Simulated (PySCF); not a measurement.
Simulated Si 2p region for `[SiH2-]C(C)C`, binding energy against the vacuum level.

Every computed line was given a Gaussian of 1.0 eV full width at half maximum and an area set by the number of equivalent atoms (split 2:1 within a doublet); the highest printed point is 100. Method: delta-SCF UKS SCAN, pcX-2 on the ionised atom, pcseg-1 elsewhere, spin-free X2C (PySCF 2.14.0).

binding energy (eV), intensity and a bar:
```
     97.8          0 
     97.9          0 
     98.0          1 
     98.1          2 #
     98.2          3 #
     98.3          6 ##
     98.4         10 ###
     98.5         16 #####
     98.6         24 #######
     98.7         34 ##########
     98.8         46 ##############
     98.9         59 ##################
     99.0         71 #####################
     99.1         83 #########################
     99.2         92 ############################
     99.3         98 #############################
     99.4        100 ##############################
     99.5         99 ##############################
     99.6         94 ############################
     99.7         87 ##########################
     99.8         79 ########################
     99.9         70 #####################
    100.0         60 ##################
    100.1         50 ###############
    100.2         40 ############
    100.3         31 #########
    100.4         23 #######
    100.5         17 #####
    100.6         11 ###
    100.7          7 ##
    100.8          5 #
    100.9          3 #
    101.0          2 
    101.1          1 
    101.2          0 
    101.3          0 
    101.4          0
```

Q: Count the maxima, the lines and the sites behind this envelope.

A: The curve has 1 maximum (at 99.4 eV). Under it lie 2 lines from 1 inequivalent silicon site, drawn as a 2p3/2, 2p1/2 pair. At this width some lines have no maximum of their own.

Q: Decompose the envelope and assign each component. Numbering: `[CH3:1][CH:2]([CH3:3])[SiH2-:4]`.

A: 
```json
{"position (eV)": "99.28", "relative area": "0.67", "line": "Si 2p3/2", "atoms": "Si4", "environment": "silicon bonded to C and 2 H"}
{"position (eV)": "99.90", "relative area": "0.33", "line": "Si 2p1/2", "atoms": "Si4", "environment": "silicon bonded to C and 2 H"}
```

No satellites, vibrations or lifetime broadening are included. The 2p values aren't plain energy differences: one relaxed spin-free 2p hole is combined with a matrix within the shell (ground-state 2p orbital-energy differences and spin–orbit coupling). 2p3/2, the mean of its two sublevels, lies a third of the splitting below the shell's mean and 2p1/2 two thirds above it; the statistical areas are 2:1. 2p1/2 minus 2p3/2 (ligand field included): Si 0.63 eV. The species carries charge -1, so core ionisation leaves a neutral species. The basis sets have no added diffuse functions. One conformer (not necessarily the lowest) at the PBE0-D3(BJ)/def2-SVP geometry, without solvent, vibrations or thermal averaging. The geometry's basis has no diffuse functions, a weakness for an anion.
